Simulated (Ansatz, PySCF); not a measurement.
Gas-phase reaction (SMILES): N[Si](N)(N)F + F (HF) -> N[Si](N)(F)F + N (NH3); hydrogen fluoride cleaves one Si-N bond, a model of a ligand-exchange step.

Geometries: B3LYP-D3(BJ)/def2-TZVP minima from Ansatz (a quantum-chemistry and plane-wave program), one conformer each, not searched for the lowest. Cores are frozen in the correlated levels unless marked. Spin-orbit coupling is left out. Non-relativistic. CBS(X,Y): correlation extrapolated as X^-3; Hartree-Fock from the larger set. [CCSD(T)-MP2]/basis is that difference in the basis named. Thermal terms are rigid-rotor harmonic-oscillator values from B3LYP-D3(BJ) frequencies (Ansatz or PySCF) at 298.15 K and 1 atm. 1 Eh = 627.5095 kcal/mol.

| species | E, RI-MP2/CBS(cc-pV(T+d)Z,cc-pV(Q+d)Z)+[CCSD(T)-MP2]/cc-pV(T+d)Z (Ansatz) (Eh) | E, PBE/def2-TZVPD (Ansatz) (Eh) | H - E (Eh) | G - E (Eh) |
|---|---|---|---|---|
| N[Si](N)(N)F | -556.77385 | -557.06914 | 0.09094 | 0.05192 |
| F (HF) | -100.39237 | -100.39521 | 0.01259 | -0.00713 |
| N[Si](N)(F)F | -600.69478 | -600.98893 | 0.06676 | 0.02995 |
| N (NH3) | -56.50668 | -56.51037 | 0.03799 | 0.01614 |

Work out ΔE and ΔH, ΔG, ΔS and the equilibrium constant at 298.15 K at the first level, then ΔH at the second.


1. ΔE = [(-600.69478) + (-56.50668)] - [(-556.77385) + (-100.39237)] = -0.03524 Eh = -22.1 kcal/mol at RI-MP2/CBS(cc-pV(T+d)Z,cc-pV(Q+d)Z)+[CCSD(T)-MP2]/cc-pV(T+d)Z.
2. The terms H - E add up to 0.00122 Eh, so ΔH = (-0.03524 + (0.00122))×627.5095 = -21.3 kcal/mol.
3. The terms G - E add up to 0.00130 Eh, so ΔG = -21.3 kcal/mol, and ΔS = (0.00122 - (0.00130))×627509.5/298.15 = -0.2 cal/(mol K).
4. log10 K = -ΔG/(RT ln 10) = 15.6, with RT ln 10 = 1.3642 kcal/mol.
5. At PBE/def2-TZVPD the same steps give ΔE = -21.9 and ΔH = -21.2 kcal/mol, a shift of +0.1 from the first level.
6. These values are not checked against measurement here, since the tables used lack a sound gas-phase enthalpy of formation for at least one species.
